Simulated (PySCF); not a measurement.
# input.py for GeP

The script input.py:

```python
from pyscf import gto, dft

mol = gto.M(
    atom='Ge 0 0 0; P 0 0 2.336',
    basis='lanl2dz',
    ecp={'Ge': 'lanl2dz', 'P': 'lanl2dz'},
    charge=0,
    spin=1,
    verbose=4,
)
mf = dft.UKS(mol, xc='tpssh')
mf = mf.density_fit(auxbasis='def2-universal-jkfit')
mf.kernel()
mf.mulliken_pop()
mf.dip_moment()
print('orbital energies (hartree):', [e[max(0, n-3):n+3].round(4) for e, n in zip(mf.mo_energy, mol.nelec)])
```

```bash
$ OMP_NUM_THREADS=1 python input.py
```

Output (some set-up lines and the per-cycle HOMO/LUMO lines with their warnings removed):

```
PySCF version 2.14.0

[INPUT] verbose = 4
[INPUT] num. atoms = 2
[INPUT] num. electrons = 9
[INPUT] charge = 0
[INPUT] spin (= nelec alpha-beta = 2S) = 1
[INPUT] symmetry False subgroup None
[INPUT] Mole.unit = angstrom
[INPUT] Symbol           X                Y                Z      unit          X                Y                Z       unit  Magmom
[INPUT]  1 Ge     0.000000000000   0.000000000000   0.000000000000 AA    0.000000000000   0.000000000000   0.000000000000 Bohr   0.0
[INPUT]  2 P      0.000000000000   0.000000000000   2.336000000000 AA    0.000000000000   0.000000000000   4.414400226984 Bohr   0.0

nuclear repulsion = 4.53062680582192
number of shells = 8
number of NR pGTOs = 24
number of NR cGTOs = 16
basis = lanl2dz
ecp = {'Ge': 'lanl2dz', 'P': 'lanl2dz'}

******** <class 'pyscf.df.df_jk.DFUKS'> ********
method = DFUKS
initial guess = minao
damping factor = 0
level_shift factor = 0
DIIS = <class 'pyscf.scf.diis.CDIIS'>
diis_start_cycle = 1
diis_space = 8
diis_damp = 0
SCF conv_tol = 1e-09
SCF conv_tol_grad = None
SCF max_cycles = 50
direct_scf = False
number electrons alpha = 5  beta = 4
XC library pyscf.dft.libxc version 7.0.0
    S. Lehtola, C. Steigemann, M. J.T. Oliveira, and M. A.L. Marques.,  SoftwareX 7, 1–5 (2018)
XC functionals = tpssh
    V. N. Staroverov, G. E. Scuseria, J. Tao, and J. P. Perdew.,  J. Chem. Phys. 119, 12129 (2003)
radial grids:
    Treutler-Ahlrichs [JCP 102, 346 (1995); DOI:10.1063/1.469408] (M4) radial grids

becke partition: Becke, JCP 88, 2547 (1988); DOI:10.1063/1.454033
pruning grids: <function nwchem_prune>
grids dens level: 3
symmetrized grids: False
atomic radii adjust function: <function treutler_atomic_radii_adjust>
small_rho_cutoff = 0
Set gradient conv threshold to 3.16228e-05
tot grids = 39824
******** <class 'pyscf.df.df.DF'> ********
auxbasis = def2-universal-jkfit
init E= 3.09795648959113

cycle= 1 E= -10.0746768011463  delta_E= -13.2  |g|= 0.319  |ddm|= 2.71
cycle= 2 E= -9.7855867054823  delta_E= 0.289  |g|= 0.584  |ddm|= 1.17
cycle= 3 E= -9.93781361007268  delta_E= -0.152  |g|= 0.503  |ddm|= 1.11
cycle= 4 E= -10.1829370223104  delta_E= -0.245  |g|= 0.101  |ddm|= 0.404
cycle= 5 E= -10.1927000151509  delta_E= -0.00976  |g|= 0.021  |ddm|= 0.0886
cycle= 6 E= -10.1931051127043  delta_E= -0.000405  |g|= 0.0074  |ddm|= 0.0175
cycle= 7 E= -10.1931752101323  delta_E= -7.01e-05  |g|= 0.000919  |ddm|= 0.0111
cycle= 8 E= -10.1931907808534  delta_E= -1.56e-05  |g|= 0.000996  |ddm|= 0.00812
cycle= 9 E= -10.1932538907463  delta_E= -6.31e-05  |g|= 0.000885  |ddm|= 0.0344
cycle= 10 E= -10.193226024763  delta_E= 2.79e-05  |g|= 0.0114  |ddm|= 0.182
cycle= 11 E= -10.193369643645  delta_E= -0.000144  |g|= 0.000956  |ddm|= 0.0984
cycle= 12 E= -10.1933877382985  delta_E= -1.81e-05  |g|= 0.00158  |ddm|= 0.0669
cycle= 13 E= -10.1933926597672  delta_E= -4.92e-06  |g|= 0.000856  |ddm|= 0.0259
cycle= 14 E= -10.1933941161691  delta_E= -1.46e-06  |g|= 6.07e-05  |ddm|= 0.00711
cycle= 15 E= -10.1933941295245  delta_E= -1.34e-08  |g|= 8.13e-06  |ddm|= 0.001
cycle= 16 E= -10.1933941296482  delta_E= -1.24e-10  |g|= 1.61e-06  |ddm|= 5.65e-05
Extra cycle  E= -10.1933941295832  delta_E= 6.5e-11  |g|= 8.15e-06  |ddm|= 1.03e-05
converged SCF energy = -10.1933941295832  <S^2> = 0.83706738  2S+1 = 2.0852505
 ** Mulliken pop       alpha | beta **
pop of  0 Ge 4s        0.19875 | 0.19803
pop of  0 Ge 5s        0.75825 | 0.74931
pop of  0 Ge 4px       0.12420 | 0.22049
pop of  0 Ge 4py       0.12420 | 0.22049
pop of  0 Ge 4pz       0.30950 | 0.03734
pop of  0 Ge 5px       0.14046 | 0.24215
pop of  0 Ge 5py       0.14046 | 0.24215
pop of  0 Ge 5pz       0.11753 | 0.00929
pop of  1 P 3s        0.47046 | 0.46227
pop of  1 P 4s        0.50273 | 0.48693
pop of  1 P 3px       0.32253 | 0.22593
pop of  1 P 3py       0.32253 | 0.22593
pop of  1 P 3pz       0.35308 | 0.03680
pop of  1 P 4px       0.41280 | 0.31143
pop of  1 P 4py       0.41280 | 0.31143
pop of  1 P 4pz       0.28971 | 0.02003
In total             5.00000 | 4.00000
 ** Mulliken atomic charges   ( Nelec_alpha | Nelec_beta ) **
charge of  0Ge =      0.16739  (     1.91335      1.91926 )
charge of  1P =     -0.16739  (     3.08665      2.08074 )
Dipole moment(X, Y, Z, Debye): -0.00000,  0.00000, -1.86912
orbital energies (hartree): [array([-0.2781, -0.2319, -0.2319, -0.11  , -0.11  , -0.0049]), array([-0.4123, -0.219 , -0.219 , -0.1934, -0.1074, -0.1074])]
```

In short: E(SCF) = -10.193394 Eh, ⟨S²⟩ = 0.837, μz(SCF) = -1.87 D.

It ran on Intel Xeon 6975P-C (1 thread, shared host) in 1.8 s, peak memory 0.15 GiB.

The bond length is a typed value, not an optimised one. No search for the lowest solution was made.
